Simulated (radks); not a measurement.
Values are calculated unless marked as measured or tabulated.
Pb75+, 7 electrons, occupied as [He] 2s2 2p3.

Code: a radial shooting solver on a logarithmic mesh with Libxc functionals. Model: Dirac Kohn-Sham, PBE, spin-unpolarised, spherical densities, point nucleus; open shells are shared between the two j in proportion to 2j + 1.

Energy parts (eV):
total: -317148.05
kinetic: 390584.71
electron-nucleus: -718556.16
Hartree: 13986.37
exchange-correlation: -3162.96

Orbitals (lengths in bohr, moments of r in powers of bohr):
orbital,occ.,eigenvalue (eV),<r>
1s1/2,2,-96580.69,0.01601
2s1/2,2,-23355.67,0.06503
2p1/2,1,-22964.19,0.05307
2p3/2,2,-20608.58,0.06142
3s1/2,0,-9840.177,0.1547
3p1/2,0,-9710.453,0.1436
3p3/2,0,-9035.839,0.1557

The highest occupied level is 2p3/2 at -20609 eV. Summed over all electrons, <r^2> = 0.02347 bohr^2, which gives a Langevin (diamagnetic) susceptibility term of -0.0186 x 10^-6 cm^3/mol. The density falls to 0.001 e/bohr^3 at r = 0.27 bohr.
